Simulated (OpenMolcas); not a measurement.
Computed levels of 5d2 in ions with 70 electrons, in cm-1 above 3F2.

```yaml
Program: OpenMolcas
Method: SS-RASPT2, IPEA 0.25 Eh, imaginary shift 0.1 Eh
Basis: ANO-RCC-VTZP
Scalar_Hamiltonian: DKH2, point nucleus
Spin-orbit_coupling: RASSI with atomic mean-field integrals over the reference wave functions, term energies averaged over their components
```

Active space for each ion: 8 electrons in 8 orbitals (RAS1 5p, at most 2 holes; RAS2 5d); closed shells correlated by CASPT2: 5s.

```json
{"Level": "3F3", "W4+": "6910", "Os6+": "11120", "Ir7+": "13590"}
{"Level": "3F4", "W4+": "12570", "Os6+": "19230", "Ir7+": "22950"}
{"Level": "3P0", "W4+": "13570", "Os6+": "16510", "Ir7+": "17910"}
{"Level": "3P1", "W4+": "17530", "Os6+": "23440", "Ir7+": "26650"}
{"Level": "1G4", "W4+": "23940", "Os6+": "32870", "Ir7+": "38190"}
{"Level": "3P2", "W4+": "24210", "Os6+": "34950", "Ir7+": "40950"}
{"Level": "1S0", "W4+": "44860", "Os6+": "59220", "Ir7+": "66980"}
```

Q: Estimate 3F4, 3P0, 3P1 for Re5+ from its neighbours W4+ and Os6+.

A: 3F4 is fine structure, which grows about as the fourth power of a screened charge, so the fourth roots are averaged: ((12570^0.25 + 19230^0.25) / 2)^4 = 15635. The calculation gives 15630, so the estimate is off by 0 %.
3P0 is another term, which grows about linearly with the charge: (13570 + 16510) / 2 = 15040. The calculation gives 15090, so the estimate is off by -0.3 %.
3P1 is another term, which grows about linearly with the charge: (17530 + 23440) / 2 = 20485. The calculation gives 20320, so the estimate is off by +0.8 %.

Mixed levels, with the weight of the term that names them: W4+ 3P2 (67 %), Re5+ 3P2 (62 %), Os6+ 3P2 (59 %), Ir7+ 3P2 (56 %).

Term energies are means over components that CASPT2 splits; among the terms shown or strongly mixed into the levels shown the widest spread is 330 cm-1 (5d2 1G, W4+). Active for correlation alone: 5p; no level in the range computed is led by a configuration that opens it, so any true level of that kind is missing. Only configurations of the active space appear.
